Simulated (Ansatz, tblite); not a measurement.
Spin states of PSe2 (the lowest doublet isomer of a short search), each relaxed with PBE-D4/def2-TZVP in Ansatz. Electronic energies in the gas phase.

The xTB rows come from tblite. Correlated methods freeze 23 core orbitals; core or outer-core shells of Se are correlated, in sets that lack core-valence functions. In CCSD on the charge 0 quartet the largest single amplitude is 0.30, so its Hartree–Fock determinant may place the open shell otherwise than the density functionals do. The structure comes from a short search, and lower isomers may exist.

Doublet geometry (C2v within 0.1 Å):

```xyz
3

P     1.008   -0.131   -0.756
Se   -1.207    0.226   -0.586
Se    0.199   -0.095    1.343
```

Quartet geometry (C2v within 0.1 Å):

Cartesian coordinates in Å:
```
P 0.6042 0.1281 0.9897
Se 0.2084 1.1777 -0.9673
Se -0.8127 -1.3058 -0.0225
```

⟨S²⟩: doublet 0.76 at PBE0-D4/def2-TZVP (pure 0.75), quartet 3.76 at PBE0-D4/def2-TZVP (pure 3.75).

Only these spin states were relaxed.

```json
{"level": "HF/def2-TZVPP", "quartet − doublet (kcal/mol)": "17.8", "lowest of these": "doublet"}
{"level": "PBE-D4/def2-TZVP", "quartet − doublet (kcal/mol)": "24.1", "lowest of these": "doublet"}
{"level": "PBE0-D4/def2-TZVP", "quartet − doublet (kcal/mol)": "25.5", "lowest of these": "doublet"}
{"level": "MP2/def2-TZVP", "quartet − doublet (kcal/mol)": "36.2", "lowest of these": "doublet"}
```

(1) Estimate the rows for GFN2-xTB, revPBE-D4/def2-TZVP, ωB97M-V/def2-TZVP, B2PLYP/def2-TZVP.

Results:

(1) 
```tsv
level	quartet − doublet (kcal/mol)	lowest of these
GFN2-xTB	33.4	doublet
revPBE-D4/def2-TZVP	23.2	doublet
ωB97M-V/def2-TZVP	28.7	doublet
B2PLYP/def2-TZVP	25.2	doublet
```

The xTB methods have no spin-polarisation term.
